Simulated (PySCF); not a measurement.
Species: 2-chloro-6-fluorotoluene, C7H6ClF.
Atom-mapped SMILES: `[CH3:1][c:2]1[c:3]([F:4])[cH:5][cH:6][cH:7][c:8]1[Cl:9]` (hydrogens: H10, H11, H12 on C1; H13 on C5; H14 on C6; H15 on C7)

All values: PBE0/def2-SVPD (PySCF, non-relativistic), on one gas-phase PBE0-D3(BJ)/def2-SVP geometry that isn't relaxed in the solvent. The solvent is an IEF-PCM continuum (cavity from Bondi-type radii × 1.2), and excitations are vertical TDDFT with non-equilibrium linear response and a frozen core. Only the electrostatic response of the medium enters.

Gas-phase singlets (H = HOMO, L = LUMO):

```
state  E (eV)  λ (nm)      f  leading configurations
   S1   5.231     237  0.006    H-1→L 33%, H→L+1 29%
   S2   5.842     212  0.051      H→L 48%, H-1→L 22%
   S3   6.378     194  0.001               H→L+2 90%
   S4   6.591     188  0.460    H→L+1 50%, H-1→L 41%
   S5   6.631     187  0.000             H-1→L+2 93%
```

Task: What are the lowest 5 singlets in cyclohexane (ε = 2.017)?

Result: 
| state | E (eV) | λ (nm) | f | leading configurations | change by rank (eV) |
| --- | --- | --- | --- | --- | --- |
| S1 | 5.233 | 237 | 0.010 | H-1→L 36%, H→L+1 29% | +0.002 |
| S2 | 5.808 | 213 | 0.083 | H→L 53%, H-1→L 21% | -0.034 |
| S3 | 6.376 | 194 | 0.001 | H→L+2 88% | -0.002 |
| S4 | 6.456 | 192 | 0.651 | H→L+1 47%, H-1→L 39% | -0.135 |
| S5 | 6.561 | 189 | 0.667 | H-1→L+1 66%, H→L 19% | -0.070 |

Task: What are the lowest 5 singlets in dichloromethane (ε = 8.93)?

Result: 
```json
{"state": "S1", "E (eV)": "5.243", "λ (nm)": "236", "f": "0.009", "leading configurations": "H-1→L 38%, H→L+1 30%", "change by rank (eV)": "+0.012"}
{"state": "S2", "E (eV)": "5.822", "λ (nm)": "213", "f": "0.080", "leading configurations": "H→L 54%, H-1→L 20%", "change by rank (eV)": "-0.020"}
{"state": "S3", "E (eV)": "6.383", "λ (nm)": "194", "f": "0.002", "leading configurations": "H→L+2 87%", "change by rank (eV)": "+0.005"}
{"state": "S4", "E (eV)": "6.474", "λ (nm)": "191", "f": "0.655", "leading configurations": "H→L+1 47%, H-1→L 38%", "change by rank (eV)": "-0.117"}
{"state": "S5", "E (eV)": "6.571", "λ (nm)": "189", "f": "0.669", "leading configurations": "H-1→L+1 65%, H→L 19%", "change by rank (eV)": "-0.060"}
```

Task: How do the frontier levels move from gas to dichloromethane?

Result: 
| orbital | gas (eV) | solvent (eV) | change (eV) | Löwdin shares, gas | Löwdin shares, solvent |
| --- | --- | --- | --- | --- | --- |
| LUMO+2 | 0.42 | 0.46 | +0.04 | Cl9 43 %, C8 16 %, C1 6 %, H14 4 % | Cl9 47 %, C8 17 %, C1 6 %, C3 5 % |
| LUMO+1 | -0.47 | -0.40 | +0.07 | C7 22 %, C3 20 %, C6 15 %, C2 10 % | C7 22 %, C3 20 %, C6 16 %, C2 11 % |
| LUMO | -0.77 | -0.70 | +0.07 | C8 20 %, C5 19 %, C6 16 %, C2 15 % | C8 20 %, C5 20 %, C2 15 %, C6 15 % |
| HOMO | -7.26 | -7.24 | +0.02 | C5 20 %, Cl9 20 %, C8 18 %, C7 15 % | C5 20 %, Cl9 19 %, C8 18 %, C7 15 % |
| HOMO-1 | -7.40 | -7.34 | +0.06 | C2 24 %, C6 18 %, C3 14 %, C7 12 % | C2 23 %, C6 19 %, C3 14 %, C7 12 % |
| HOMO-2 | -9.14 | -9.17 | -0.03 | Cl9 78 %, C8 8 % | Cl9 77 %, C8 8 %, C7 4 % |
| HOMO-3 | -9.68 | -9.69 | -0.01 | Cl9 42 %, C5 14 %, C6 13 %, C8 8 % | Cl9 41 %, C5 14 %, C6 13 %, C8 8 % |

The HOMO–LUMO gap goes from 6.50 to 6.54 eV.

The run took about 60 s of CPU time (one thread, shared machine). This is the whole response run at PBE0/def2-SVPD in dichloromethane, SCF included.
